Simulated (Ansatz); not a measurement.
Ansatz (a program for electronic structure) input (wB97X-V/def2-TZVP):

Ansatz 0.2 input:
```yaml
crystal:
  periodic: [false, false, false]
  atoms:
    - {symbol: Al, position_ang: [0.07951754, -0.50892024, -0.01259072]}
    - {symbol: O, position_ang: [1.09530182, 0.46530510, -0.97250662]}
    - {symbol: H, position_ang: [1.06115209, 1.42158845, -1.04595819]}
    - {symbol: O, position_ang: [-1.17764818, 0.06171992, 0.98554525]}
    - {symbol: H, position_ang: [-1.43610916, 0.97817455, 1.10532848]}
basis:
  gaussian:
    orbitals: def2-TZVP
hamiltonian:
  xc: {name: wB97X-V}
magnetization: {spin_polarized: true, initial_magnetization: 1}
relax: {f_tol: 0.003, max_steps: 100}
```

End of the output:

```
mean field -10724.72713044 eV, -394.1264525624 hartree, gradient 1.1e-5 eV, S^2 0.750817; 0 other end points of the search recorded, 0 dependent functions left out
the calculation of the forces begins
reference -10724.72712989 eV, -394.1264525425 hartree; 16, 15 occupied and 95, 96 virtual orbitals, 649 factors
relax step   4: F+E_penalty+E_count = -10724.72713044 eV  Δ(F+E_penalty+E_count) = -8.329e-6 eV  max|allowed force component| = 5.159e-3 eV/Å  Δτ_max = 0.0007 Å  (25 SCF iters, accepted)
these checks for a lower state are left out or cut short: starts, cluster_reference, orbital_swaps, neighbouring_geometries, increment
integrals: 0.04 GiB planned
649 factors; their error is unknown
integrals: 0.08 GiB planned
188 factors; integrals over basis functions are off by at most 9.0e-6 eV
mean field: 0.55 GiB planned
mean field -10724.72713155 eV, -394.1264526034 hartree, gradient 5.0e-5 eV, S^2 0.750817; 0 other end points of the search recorded, 0 dependent functions left out
the calculation of the forces begins
reference -10724.72713101 eV, -394.1264525835 hartree; 16, 15 occupied and 95, 96 virtual orbitals, 649 factors
relax step   5: F+E_penalty+E_count = -10724.72713155 eV  Δ(F+E_penalty+E_count) = -1.117e-6 eV  max|allowed force component| = 1.625e-3 eV/Å  Δτ_max = 0.0003 Å  (23 SCF iters, accepted)
integrals: 0.04 GiB planned
649 factors; their error is unknown
integrals: 0.08 GiB planned
188 factors; integrals over basis functions are off by at most 9.0e-6 eV
mean field: 0.55 GiB planned
mean field evaluation 64: about -10724.7271 eV, gradient 5.0e-5 eV
mean field -10724.72713155 eV, -394.1264526034 hartree, gradient 5.0e-5 eV, S^2 0.750817; 1 other end points of the search recorded, 0 dependent functions left out
the calculation of the forces begins
reference -10724.72713101 eV, -394.1264525835 hartree; 16, 15 occupied and 95, 96 virtual orbitals, 649 factors
Total energy: -10724.72713101 eV, -394.1264525835 hartree
Atom 0 at     0.081610    -0.522314    -0.012922 Å, force    -0.000020     0.000128     0.000003 eV/Å
Atom 1 at     1.087050     0.467340    -0.965772 Å, force     0.001386    -0.001212    -0.001038 eV/Å
Atom 2 at     1.044452     1.422006    -1.031933 Å, force    -0.000871     0.001237     0.000602 eV/Å
Atom 3 at    -1.170461     0.066496     0.978980 Å, force    -0.000943    -0.001625     0.000968 eV/Å
Atom 4 at    -1.420438     0.984340     1.091467 Å, force     0.000448     0.001471    -0.000535 eV/Å
Dipole moment:    -0.062655     0.401001     0.009921 e Å
```

It need not be the lowest isomer of its formula.
